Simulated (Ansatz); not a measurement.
`C[CH](C)[Ga]([CH3])[Cl]` + CH₃OH → `C[O][Ga]([CH3])[Cl]` + `CCC` at 400 K and 1 bar (ligand exchange at a Ga–C bond).

Computed with Ansatz on PBE0-D4/def2-TZVP structures; ΔE is electronic, products minus reactants. CCSD(T)/CBS is the MP2 limit (def2-TZVPP, def2-QZVPP) plus CCSD(T) − MP2 in def2-TZVPP, frozen cores. This one scheme is used for every species. For Ga outer-core shells are correlated without core-valence functions, which leaves a few kJ/mol of doubt a bond. Scalar relativity is left out up to krypton. Each species was taken in one conformer, which may not be the lowest.

| species | CCSD(T)/CBS energy (Eh) | H − E (kJ/mol) | S (J/(mol·K)) |
| --- | --- | --- | --- |
| `C[CH](C)[Ga]([CH3])[Cl]` | -2542.02619 | 387.1 | 480.4 |
| CH₃OH | -115.61712 | 151.2 | 252.6 |
| `C[O][Ga]([CH3])[Cl]` | -2538.69055 | 244.7 | 433.0 |
| `CCC` | -118.98051 | 294.1 | 291.8 |

H − E and S are ideal-gas, rigid-rotor, harmonic terms from PBE0-D4/def2-TZVP, for one conformer and one mirror image of each species. 1 Eh = 2625.50 kJ/mol, R = 8.31446 J/(mol·K).

**Question.** By hand: ΔE, ΔH, ΔS and ΔG.

**Answer.** ΔE = (-2538.69055) + (-118.98051) − (-2542.02619) − (-115.61712) = -0.02775 Eh = -72.9 kJ/mol. Δ(H − E) = 244.7 + 294.1 − 387.1 − 151.2 = 0.5, so ΔH = -72.4 kJ/mol. ΔS = 433.0 + 291.8 − 480.4 − 252.6 = -8.2 J/(mol·K). ΔG = -72.4 − 400 × (-8.2)/1000 = -69.1 kJ/mol.

**Question.** By hand: the equilibrium constant, and the temperature at which ΔG would vanish if ΔH and ΔS stayed fixed.

**Answer.** log₁₀ K = −ΔG/(RT ln 10) = 9.0. ΔG = 0 at ΔH/ΔS = 8829 K, far beyond where these terms or the molecules hold.

The number of gas molecules stays the same, so ΔS is small and ΔH decides. A doubt of 5 kJ/mol in ΔE shifts log₁₀ K by 0.7 here. Other conformers and mirror images would add mixing entropy, several J/(mol·K) or more a flexible species. Modes under 60 cm⁻¹, often nearly free rotors, make the harmonic entropy too high. These are equilibria of isolated gas molecules and say nothing of rates. Largest T1 diagnostic: 0.013 (customary marks: 0.02 for closed shells, 0.045 for open ones).
